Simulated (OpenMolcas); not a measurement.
**Sc²⁺: effect of the IPEA shift**

| Quantity | Value |
| --- | --- |
| Program | OpenMolcas |
| Basis | ANO-RCC-VTZP [6s5p3d2f1g] |
| Scalar Hamiltonian | DKH2, point nucleus |
| Active space | 1 electron in 9 orbitals (RAS2 3d 4s; RAS3 4p, at most 1 electron) |
| State averaging | 2S+1 = 2 even, 6 roots; 2S+1 = 2 odd, 3 roots |
| Spin-orbit coupling | state interaction with AMFI integrals over the reference wave functions, term energies averaged over their components |

Methods on the same reference wave functions:
A. RASSCF
B. SS-RASPT2, IPEA 0 Eh, imaginary shift 0.1 Eh (closed shells correlated: 3s 3p)
C. SS-RASPT2, IPEA 0.25 Eh, imaginary shift 0.1 Eh (closed shells correlated: 3s 3p)

Energies in cm⁻¹ above 3d ²D_3/2, the measured ground level; measured values from Sugar and Corliss, J. Phys. Chem. Ref. Data 9, 473 (1980).

| Level | A | B | C | Measured |
| --- | --- | --- | --- | --- |
| 3d ²D_3/2 | 0.0 | 0.0 | 0.0 | 0.0 |
| 3d ²D_5/2 | 195 | 195 | 195 | 198 |
| 4s ²S_1/2 | 25590 | 24900 | 25000 | 25539 |
| 4p ²P°_1/2 | 58274 | 61340 | 61160 |  |
| 4p ²P°_3/2 | 58597 | 61660 | 61480 |  |

Deviations, from unrounded energies. A percentage is the sum of absolute deviations over the sum of measured energies, with the sign that they share, or ± where signs differ.

```
                  Against measurement  Levels     A     B     C
       mean absolute deviation (cm-1)       2    27   320   270
fine structure of the ground term (%)       1  -1.4  -1.4  -1.4
             other configurations (%)       1  +0.2  -2.5  -2.1
```

A lies closest to measurement on these levels and B furthest from it. The largest miss of A in the table is 4s ²S_1/2, by +51 cm-1. The ranking rests on the paired levels alone, and a cruder setting can come out closer through cancelling errors.

Between B and C the level of the table that moves most is 4p ²P°_1/2, by 180 cm-1 (lowest in C, highest in B). Moves below CASPT2's spread within the term are not significant.

The mean deviations of B to C differ by less than CASPT2's widest spread within a term (110 cm-1), so their order carries little weight.

The lowest spin-free term lies below A's lowest term by 0.269 hartree in B, 0.268 hartree in C.

CASPT2 does not keep the components of a term degenerate, so their means are used; among the terms shown or strongly mixed into the levels shown the widest spread is 110 cm-1 (3d ²D, C). With one active electron the reference holds no correlation, so core polarisation is missing (holds for A). With one active electron, CASPT2 adds the correlation within the correlated inactive shells and between them and that electron, and leaves the splitting within a term as the reference gives it (holds for B; C). Measured partners are found by configuration, term and J. A level has none where our copy of the source lacks it or the pairing is in doubt (some pairs that miss far off the trend of their configuration count as doubtful), and it then counts in no deviation. Levels of configurations outside the active space are missing.

° marks odd parity.
